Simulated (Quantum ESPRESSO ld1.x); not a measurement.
Q: All-electron atom: the tantalum ion Ta3+ in [Xe] 4f14 5d2 (the NIST ground configuration). Method: Dirac Kohn-Sham, Engel-Vosko exchange with Perdew-Wang LDA correlation, spin-unpolarised, spherical densities, point nucleus; open shells fill j = l - 1/2 first; computed with ld1.x of Quantum ESPRESSO 7.5.

Spin-orbit splittings of the eigenvalues, e(l+1/2) - e(l-1/2), with zeta = 2 splitting/(2l+1) and mean radii in bohr:

shell  occ.  splitting (eV)  zeta (eV)  <r> j=l-1/2  <r> j=l+1/2
2p        6            1269      846.2      0.06488      0.07272
3p        6           273.4      182.3       0.1942       0.2088
3d       10               ?          ?       0.1829       0.1874
4p        6           62.79      41.86       0.4645       0.4974
4d       10           11.54      4.617       0.5164       0.5277
4f       14           1.984     0.5670       0.6318       0.6423
5p        6           8.858      5.906        1.210        1.308
5d        2          0.7975     0.3190        1.846        1.897

Estimate the 3d splitting.

A: 59.55 eV (zeta = 23.82 eV).
